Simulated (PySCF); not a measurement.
Al(F)2(OH) (AlF₂HO), SMILES [OH][Al]([F])[F]. Geometry: PBE0-D3(BJ)/def2-SVP. The values are those of a single conformer.

Problem. Give the equilibrium geometry at PBE0-D3(BJ)/def2-SVP (PySCF confirms it by a frequency run) as a Z-matrix, and its point group. (An estimate is asked for; the answer gives what the named calculation found.)

Solution. One answer among several that fit: point group Cs.
```
Al
F 1 1.6476
F 1 1.6516 2 118.27
O 1 1.6793 2 119.22 3 180.00
H 4 0.9578 1 125.95 2 180.00
```
